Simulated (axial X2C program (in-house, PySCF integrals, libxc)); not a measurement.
Spin–orbit effects down a group: molecules with F (ions), PBE0

Computed with an in-house relativistic program for diatomic molecules, spin-free (one-electron X2C) or two-component (2c: spin–orbit coupling with atomic mean-field Coulomb and Gaunt terms, which also bring small scalar terms), in Dyall basis sets with cores contracted in-house; open shells are unrestricted.

Basis sets: C dyall-v3z, F dyall-av3z, Ge dyall-cv3z, Si dyall-v3z, Sn dyall-cv3z.

| molecule | spin-free state | Re (Å) | ωe (cm⁻¹) | De (eV) | 2c state | Re 2c (Å) | ωe 2c (cm⁻¹) | De 2c (eV) |
| --- | --- | --- | --- | --- | --- | --- | --- | --- |
| CF⁺ | M_S = 0, Λ = 0 | 1.153 | 1814.8 | 7.97 | Ω = 0 | 1.153 | 1814.9 | 7.98 |
| SiF⁺ | M_S = 0, Λ = 0 | 1.547 | 1019.4 | 6.59 | Ω = 0 | 1.547 | 1019.5 | 6.59 |
| GeF⁺ | M_S = 0, Λ = 0 | 1.672 | 805.0 | 5.64 | Ω = 0 | 1.672 | 804.6 | n/a |
| SnF⁺ | M_S = 0, Λ = 0 | 1.875 | 690.0 | 5.10 | Ω = 0 | 1.875 | 689.6 | n/a |

Fragments in 2c: F + C+, Si+ + F, Ge+ + F, Sn+ + F. Each entry is the lowest single determinant of a limited PBE0 search at one distance. De goes to single-determinant-based atoms at the same level (for ions the charge split of lowest energy) and is withheld (n/a) where an atom does not fit its ground term or J level. Main or longest-lived isotopes. Some light 2c atoms are not at their ground J level, so De misses part of their lowering (0.04 eV or less). The functionals have no current term, which raises determinants with orbital currents.
